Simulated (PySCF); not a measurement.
All of these have the formula C7H9N. Method: TDDFT PBE0/def2-SVPD, vertical, gas phase, core orbitals frozen in the response (PySCF 2.14.0, density-fitted response routines). Geometries: GFN2-xTB; one conformer of each isolated species. Triplets are in the Tamm–Dancoff approximation.

Question: Rank by computed lowest singlet excitation energy, lowest first.
A. `CC1=CC[C@H](C#N)C1`
B. `[H]\N=C/C=C/C=C/C=C`
C. `c1nc(ccc1)CC`
D. `c1(NC)ccccc1`
E. `CN(CC#C)CC#C`

Answer: B (3.97 eV), D (4.70 eV), C (4.89 eV), E (5.85 eV), A (6.34 eV).

```
             SMILES  S1 (eV)  α (au)  f (S1)  gap (eV)  LUMO (eV)  HOMO (eV)    S1 mainly
[H]\N=C/C=C/C=C/C=C     3.97   128.5   0.001      4.26      -2.23      -6.50  H-1→L (94%)
         CNc1ccccc1     4.70    91.0   0.040      5.70      -0.01      -5.71    H→L (92%)
         CCc1ccccn1     4.89    86.3   0.004      6.56      -0.70      -7.26    H→L (94%)
       C#CCN(C)CC#C     5.85    87.4   0.017      7.15       0.46      -6.68    H→L (98%)
 CC1=CC[C@H](C#N)C1     6.34    82.0   0.001      7.46       0.25      -7.21  H→L+1 (68%)
```

H and L stand for HOMO and LUMO.

Mean S1 by what the SMILES shows (count): a double or triple bond but no aromatic ring 5.38 eV (3); an aromatic ring 4.79 eV (2).
